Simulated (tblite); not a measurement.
Compound: C8H10O2.
Z-matrix (Å and degrees, GFN2-xTB geometry), rows numbered from 1:
```
C 
O   1  1.4050
C   2  1.4122  1  113.32
C   3  1.5100  2  113.40  1    67.28
C   4  1.3888  3  119.63  2    47.67
C   5  1.3817  4  120.77  3  -179.50
C   6  1.3901  5  120.05  4    -0.26
O   7  1.3609  6  122.20  5  -179.80
C   7  1.3910  6  119.51  5     0.23
C   9  1.3810  7  119.97  6     0.15
H   1  1.0962  2  111.62  3   -61.27
H   1  1.0976  2  111.12  3    60.17
H   1  1.0881  2  106.47  3   179.24
H   3  1.0952  2  104.80  1  -172.80
H   3  1.1010  2  110.12  1   -56.22
H   5  1.0799  4  119.10  3    -0.04
H   6  1.0825  5  120.19  4   179.87
H   8  0.9647  7  109.78  6     0.55
H   9  1.0783  7  118.74  6   179.85
H  10  1.0806  4  119.73  3    -0.39
```

Calculated harmonic vibrations of the isolated species, GFN2-xTB (tblite), most abundant isotopes, no scaling. Errors from tens to a few hundred cm⁻¹ against measured bands are possible. One conformer, not necessarily the lowest.

Harmonic wavenumbers (cm⁻¹): 26.9, 74.3, 132.7, 169.6, 222.2, 317.8, 345.1, 373.7, 401.6, 417.8, 430.0, 478.2, 557.7, 612.8, 671.9, 759.6, 808.6, 865.2, 868.7, 906.6, 922.1, 946.7, 987.5, 1016.2, 1102.0, 1121.6, 1135.3, 1146.2, 1149.0, 1184.2, 1209.2, 1248.5, 1280.5, 1284.3, 1320.2, 1342.9, 1405.3, 1432.9, 1452.3, 1469.9, 1492.3, 1495.8, 1590.7, 1613.0, 2857.9, 2896.0, 2924.3, 2940.4, 3029.5, 3054.9, 3076.0, 3093.0, 3110.2, 3519.6.

A = 3390, B = 729.2, C = 680.9 MHz; mass 138.068 u (most abundant isotopes); point group C1, symmetry number 1.

Question: What is the zero-point energy?

Answer: ½Σν̃ = 35146 cm⁻¹ = 100.49 kcal/mol.

Question: Give the ideal-gas entropy at 500 K and 1 bar in the rigid-rotor, harmonic-oscillator model (classical rotation).

Answer: Translation 43.27, rotation 31.18, vibration 48.56: S = 123.0 cal/(mol K).

Question: And Cp and H(500 K) − H(0)?

Answer: Cp = 59.28 cal/(mol K), of which vibrations give 51.33 (their classical limit is 54 R = 107.3); H(500 K) − H(0) = 16.68 kcal/mol without the zero-point energy, 12.71 from vibrations.

Question: Which modes carry the vibrational entropy at 500 K?

Answer: 26.9 cm⁻¹: 7.07; 74.3 cm⁻¹: 5.06; 132.7 cm⁻¹: 3.91; 169.6 cm⁻¹: 3.43; 222.2 cm⁻¹: 2.91; 317.8 cm⁻¹: 2.23 cal/(mol K); the other 48 give 23.95 together.

Question: What must be added to the electronic energy to get the Gibbs energy at 500 K and 1 bar?

Answer: ZPE + [H(500 K) − H(0)] − T·S = 100.49 + 16.68 − 61.51 = 55.66 kcal/mol.

Hindered rotation and anharmonicity are outside this model. Other conformers, if any are populated, would add a mixing term that is left out. The structure is chiral; the term R ln 2 for an equal mix with its mirror image is left out.
